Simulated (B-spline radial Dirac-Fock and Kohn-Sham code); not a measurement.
**Co¹⁴⁺: non-radiative channels of the 2p3/2 vacancy**

System: cobalt as Co¹⁴⁺, configuration [Ne] 3s2 3p1.

Level of theory: independent-particle rates on relativistic LDA orbitals of the hole state (multipoles up to L = 3, Coulomb Auger matrix elements, transition energies from Dirac-Fock); a radial finite-basis atomic code. Kinetic energies are configuration averages from the vacuum level; the two-hole energies are estimated from single-hole states.

```tsv
transition	kinetic energy (eV)	width (meV)	share (%)
L3-M1M1	264.6	4.14	21.6
L3-M1M2	301.3	0.560	2.9
L3-M1M3	304.3	14.4	75.4
```

The listed channels hold 100 % of the non-radiative rate. Summed by principal shells, of 0.0191 eV in all: LMM 100.0 %.

Values without a named source are computed, but for edge energies of neutral atoms, which are taken from tables.
